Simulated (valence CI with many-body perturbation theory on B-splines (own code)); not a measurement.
# Nd⁴⁶⁺: key properties

Level of theory: valence CI with perturbative core correlation (CI+MBPT): four valence electrons over a frozen Dirac-Fock core [Ne], a basis of 11 s, 11 p, 9 d, 7 f, 5 g, 2 h, 1 i functions for each j, with the one-electron correlation potential Σ1, the two-electron term Σ2, the three-electron term Σ3, Breit, model QED; selected CI, second order for the rest (own B-spline code, finite nucleus).

The last digits are not significant, and no measured levels were compared; by estimate large intervals hold to a few tenths of a per cent, small ones and those within an open d or f shell to about a per cent.

Levels are named by their leading jj configuration (3d3/2^4 stands for four electrons in 3d with j = 3/2), which in mixed levels can hold well under half, so a name can repeat and another be missing.

Rates and lifetimes use the calculated energies. Strong lines usually hold to 10 to 20 %, long lifetimes can be off by a factor of two.

(1) What is the ground level?

(2) Among levels below 640.34 eV, which E1 lines absorb most strongly from the ground level?

(3) How well does LS coupling describe the low levels?

(4) Name the longest-lived excited levels whose lifetime is computed, and their main decay.

(5) What is the ionisation energy?

(6) What are the static dipole polarisabilities of the lowest levels?

(7) Where does the other parity begin?

## Answers

(1) (3s^2 3p1/2^2) J=0, composition 71 % 3s2.3p2 3P + 28 % 3s2.3p2 1S.

(2) to (3s^2 3p1/2 3d3/2) J=1 at 3.820 nm, f = 0.695; to (3s 3p1/2^2 3p3/2) J=1 at 4.635 nm, f = 0.159; to (3s 3p1/2 3p3/2^2) J=1 at 3.108 nm, f = 0.00135.

(3) Among the lowest 20 levels the leading LS term, summed over configurations, holds 58 % on average. For single configurations the figures are 56 % in LS and 90 % in jj coupling. Terms mix most in the J = 2 level at 421.40 eV, where the leading one holds 28 %.

(4) (3s^2 3p1/2 3p3/2) J=2 at 131.88 eV lives 11.6 μs, mostly by E2 to (3s^2 3p1/2^2) J=0; (3s^2 3p3/2 3d5/2) J=4 at 457.89 eV lives 94.5 ns, mostly by M1 to (3s^2 3p1/2 3d5/2) J=3; (3s^2 3p1/2 3p3/2) J=1 at 124.56 eV lives 77.8 ns, mostly by M1 to (3s^2 3p1/2^2) J=0.

(5) 3892.8 eV; NIST lists 3891 ± 4 eV (theoretical).

(6) (3s^2 3p1/2^2) J=0 0.00703 bohr³, of which the core gives 0.000117.

(7) At (3s 3p1/2^2 3p3/2) J=2, 245.08 eV.
